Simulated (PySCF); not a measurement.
**Argon: a sound run and one with changed settings**

Sound run: Ar²⁺ [Ne] 3s2 3p4, Ar³⁺ [Ne] 3s2 3p3. Calculation: PySCF 2.14, in 6-31G* (4s3p1d, 18 functions); no relativity, point nucleus. In the sound run the correlated levels freeze [Ne]. The sound run starts from symmetry-adapted Hartree-Fock orbitals and uses a fine grid where one is needed.

Changed run: initial guess sap, at most 50 SCF cycles.

| species | method | sound run (hartree) | changed run (hartree) | converged |
| --- | --- | --- | --- | --- |
| Ar²⁺ | UHF | -525.26382 | -525.26382 | yes |
| Ar²⁺ | r2SCAN | -525.86777 | -525.86777 | yes |
| Ar²⁺ | CCSD(T) | -525.37328 | -525.37328 | yes |
| Ar³⁺ | LDA | -522.77105 | -522.77105 | yes |
| Ar³⁺ | MP2 | -523.89308 | -523.89308 | yes |

Here the plain start reaches the same solutions.
